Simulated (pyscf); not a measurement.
**Concerted two-bond exchange: `[AsH2][AsH2]` → `[AsH2][AsH2]`**

Gas phase, singlet surface, charge 0. Bonds broken: As1–H3, As2–H5. Bonds formed: As1–H5, As2–H3. Optimised with ωB97X-D3(BJ)/def2-SVP in PySCF. MP2 and CC: frozen core, UHF for open shells. ΔMP2 is the change of the MP2 total energy from the triple- to the quadruple-zeta basis.

Transition state (Å):

```xyz
6

As    -0.4249    -1.0155    -0.1726
As     1.5970     0.8459     0.1015
H      0.0613     0.3691     0.7551
H      0.3204    -1.9378     0.7764
H      1.0727    -0.4902    -0.8754
H      2.3162    -0.1016     1.0458
```

One imaginary mode, 767i cm⁻¹; descent along it reached the two sides named.

```tsv
bond	change	reactant side (Å)	saddle	product side
As1–H3	breaks	1.519	1.736	2.9
As2–H5	breaks	1.519	1.736	2.9
As1–H5	forms	2.9	1.736	1.519
As2–H3	forms	2.9	1.736	1.519
```

Electronic energies relative to the reactant's lowest minimum found (kcal/mol):

| level | barrier | reaction energy | reverse barrier |
|---|---|---|---|
| ωB97X-D3(BJ)/def2-TZVP | 63.2 | 0.0 | 63.2 |
| PBE/def2-TZVP | 50.1 | 0.0 | 50.1 |
| r²SCAN/def2-TZVP | 53.7 | 0.0 | 53.7 |
| B3LYP-D3(BJ)/def2-TZVP | 55.4 | 0.0 | 55.4 |
| PBE0-D3(BJ)/def2-TZVP | 55.3 | 0.0 | 55.3 |
| M06-2X/def2-TZVP | 56.3 | 0.0 | 56.3 |
| ωB97M-D3(BJ)/def2-TZVP | 59.3 | 0.0 | 59.3 |
| HF/def2-TZVP | 73.1 | 0.0 | 73.1 |
| MP2/def2-QZVPP | 54.2 | 0.0 | 54.2 |
| CCSD/def2-TZVPP | 60.8 | 0.0 | 60.8 |
| CCSD(T)/def2-TZVPP | 57.7 | 0.0 | 57.7 |
| CCSD(T)/def2-TZVPP + ΔMP2(QZVPP) | 56.4 | 0.0 | 56.4 |

With CCSD(T)/def2-TZVPP + ΔMP2(QZVPP) energies and thermal terms (ideal gas, 1 atm, RRHO with modes under 100 cm⁻¹ raised to 100, one conformer, R ln 2 for chiral ones without a mode under 150 cm⁻¹), in kcal/mol:

| T (K) | ΔH‡ | ΔG‡ | ΔH | ΔG |
|---|---|---|---|---|
| 298 | 53.0 | 53.4 | 0.0 | 0.0 |
| 600 | 52.9 | 53.9 | 0.0 | 0.0 |
| 900 | 52.7 | 54.5 | 0.0 | 0.0 |
| 1200 | 52.5 | 55.1 | 0.0 | 0.0 |

From the product side, AsH₂• + AsH₂• lies, by one bond made or cut, 9.6 kcal/mol under this saddle at ωB97M-D3(BJ)/def2-TZVP. The same reactants have a lower exit, to AsH₂• + AsH₂• (no saddle counted: cutting one bond costs +49.8 kcal/mol at ωB97M-D3(BJ)/def2-TZVP, against +59.3 kcal/mol here). This is the saddle that the search found; another between the same sides may lie lower. The CCSD(T) − MP2 part came from Ansatz, without density fitting, on the same reference. The frozen core leaves the outer d or s,p core shells of the metals and heavy elements correlated in the MP2 and CC values, and def2-TZVPP describes them poorly, which can shift differences by a few kcal/mol. Elements up to Kr have no core potential and no relativistic terms here.
